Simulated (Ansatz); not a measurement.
# Ligand exchange: SbH(CH3)2 + AlHBr2 → SbH2(CH3) + Al(CH3)Br2

Species: SbH(CH3)2, singlet; AlHBr2 `[Br][AlH][Br]`, singlet; SbH2(CH3), singlet; Al(CH3)Br2, singlet. The partners trade CH3 for H: Sb–CH3 and Al–H bonds give way to Sb–H and Al–CH3.

Shapes, held fixed at every level: PBE0-D4/def2-TZVP. Programs: Ansatz 0.2.0. Electronic energies: no zero-point or thermal term.

Question: Estimate ΔE of this reaction.

Answer: The highest level, CCSD(T)/def2-TZVPP, gives ΔE = -31.0 kJ/mol; the levels span -36.8 to -31.0. The column of differences is taken from that level and isn't an error. No measured value is set beside it here. For atoms past krypton def2 sets carry core potentials with scalar relativity. Relativity is left out for Br. Outer-core shells of Br, Sb are correlated, in sets that cover them unevenly. Times are processor times on shared x86 and Arm servers, and rough.

```csv
level,kind,ΔE (kJ/mol),less CCSD(T)/def2-TZVPP,CPU time (sum over the molecules)
PBE-D4/def2-TZVPP,GGA,-34.5,-3.5,18 s
r2SCAN-D4/def2-TZVPP,meta-GGA,-36.5,-5.5,32 s
BHLYP-D4/def2-TZVPP,global hybrid,-33.7,-2.7,24 s
r2SCAN0-D4/def2-TZVPP,global hybrid,-36.8,-5.8,39 s
MP2/def2-SVP,perturbation theory,-34.7,-3.7,–
CCSD(T)/def2-SVP,coupled cluster or CI,-35.3,-4.3,40 s
CCSD(T)/def2-TZVPP,coupled cluster or CI,-31.0,0.0,7.8 min
```
